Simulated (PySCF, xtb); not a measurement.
BH, SMILES [BH] (connectivity only; charge and spin as stated), charge +1, multiplicity 2.

Harmonic wavenumbers (cm⁻¹) from GFN2-xTB run with xtb 6.7.1 at its own minimum, in rising order: 2373.

### Question
What does B3LYP-D3(BJ)/def2-TZVPD in PySCF 2.14.0 give at its own minimum? (Estimate from the structure and the level; the computed values follow.)

### Answer
2537. Paired by order, the mean absolute difference is 165 cm⁻¹ and the zero-point energies are 3.4 and 3.6 kcal/mol.
